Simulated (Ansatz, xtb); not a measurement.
Species: sum formula TiOBr, net charge 0, doublet state. The spin state was set by rule; other spins were not relaxed. 
Coordinates optimised at B3LYP-D3(BJ)/def2-TZVP (Ansatz, a program for electronic structure):
```xyz
3

Ti     1.1268    -0.4109     0.0109
O      2.1195    -0.3921    -1.2663
Br    -1.1928     0.3479     0.2826
```
Charge 0, spin multiplicity 2.

Harmonic wavenumbers from GFN2-xTB (xtb, at its own minimum), cm⁻¹: 151, 296, 908.

Question: Give the harmonic wavenumbers at B3LYP-D3(BJ)/def2-TZVP (Ansatz, finite differences of forces, unscaled).

Answer: 94, 303, 1042 cm⁻¹. Zero-point energy 2.1 kcal/mol.

Question: From these and the geometry, give the ideal-gas thermochemistry at 298.15 K and 1 atm (rigid rotor, harmonic oscillator).

Answer: Point group Cs, rotational symmetry number 1. Rotational constants 38.29, 1.774, 1.695 GHz. S(trans) 40.80, S(rot) 25.44, S(vib) 5.06, S(elec, spin only) 1.38, S 72.7 cal/(mol K). H(298) - H(0) 3.12 kcal/mol; G - E(el) -16.5 kcal/mol.
